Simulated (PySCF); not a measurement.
Exercise with solution: entropy of an ideal gas

W(NH)(S)(OH)(SH) (H₃NOS₂W), SMILES [NH]=[W]([SH])(=[S])[OH], multiplicity 1.

Geometry: PBE0-D3(BJ)/def2-SVP. The multiplicity is an assumed one; no other spin state was optimised. The structure was generated by enumeration; whether it is a known compound was not checked. The def2 effective core potentials stand for the cores of W; spin–orbit coupling is left out. The values are those of a single conformer.

PySCF with PBE0-D3(BJ)/def2-SVP gives the harmonic wavenumbers 137, 153, 186, 216, 233, 312, 337, 391, 529, 568, 610, 653, 683, 739, 1028, 2690, 3642, 3914 cm⁻¹ and the rotational temperatures 0.1136, 0.0825, 0.0670 K. The molar mass is 280.99 g/mol, the symmetry number 1, the spin multiplicity 1.

Question: Work out the entropy at 298.15 K and 1 atm in the rigid-rotor, harmonic-oscillator model.

Answer: 
Translation (Sackur–Tetrode at 1 atm): S = R[1.5 ln M + 2.5 ln T − 1.16487] = 179.1 J/(mol K).
Rotation: q = (√π/σ) T^1.5/√(θA θB θC) = 364000, S = R[ln q + 3/2] = 118.9 J/(mol K).
Vibration: with u = 1.4388 ν/T, each mode gives R[u/(e^u − 1) − ln(1 − e^−u)]:
| ν (cm⁻¹) | modes | u | S (J/(mol K)) |
|---|---|---|---|
| 137 | 1 | 0.66 | 11.90 |
| 153 | 1 | 0.74 | 11.02 |
| 186 | 1 | 0.90 | 9.49 |
| 216 | 1 | 1.04 | 8.34 |
| 233 | 1 | 1.12 | 7.76 |
| 312 | 1 | 1.51 | 5.66 |
| 337 | 1 | 1.63 | 5.13 |
| 391 | 1 | 1.89 | 4.17 |
| 529 | 1 | 2.55 | 2.47 |
| 568 | 1 | 2.74 | 2.13 |
| 610 | 1 | 2.94 | 1.81 |
| 653 | 1 | 3.15 | 1.54 |
| 683 | 1 | 3.30 | 1.37 |
| 739 | 1 | 3.57 | 1.10 |
| 1028 | 1 | 4.96 | 0.35 |
The stiffer modes add less than 0.005 each. Sum 74.2 J/(mol K).
Spin: R ln 1 = 0.0 J/(mol K).
Total 372.2 J/(mol K); the program's own thermochemistry gives 372.3. Translation makes up 48 % and vibration 20 %. Anharmonicity, hindered rotation and orbital degeneracy are left out.
